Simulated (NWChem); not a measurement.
System: CrH2O4; SMILES [O]=[Cr](=[O])([OH])[OH]

```xyz
7

Cr     0.0000     0.0000     0.2195
O     -0.2197     1.2468     1.0866
O      0.2197    -1.2468     1.0866
O      1.3866     0.2849    -0.7723
H      1.8950    -0.5068    -1.0007
O     -1.3866    -0.2849    -0.7723
H     -1.8950     0.5068    -1.0007
```
Atoms are numbered in this order, from 1.

Level: PBE0/def2-SVP (NWChem), optimised geometry, unscaled harmonic frequencies. 

Problem. List the harmonic frequencies with IR intensities, and the thermochemistry.

Solution. 
| frequency (cm⁻¹) | IR intensity (km/mol) |
|---|---|
| 239 | 34.9 |
| 291 | 18.6 |
| 308 | 20.3 |
| 338 | 0.5 |
| 366 | 58.3 |
| 377 | 110.4 |
| 427 | 28.4 |
| 760 | 286.4 |
| 768 | 119.8 |
| 795 | 28.4 |
| 822 | 25.6 |
| 1159 | 93.5 |
| 1184 | 194.8 |
| 3851 | 342.1 |
| 3857 | 81.5 |

```yaml
zero_point_energy: 22.2 kcal/mol
thermal correction to the enthalpy at 298.15 K (with zero-point energy): 26.5 kcal/mol
heat capacity Cv: 20.3 cal/(mol K)
entropy at 298.15 K and 1 atm (symmetry number 2): 74.5 cal/(mol K)
dipole_moment: 2.06 D
```

Rigid rotor and harmonic oscillator.
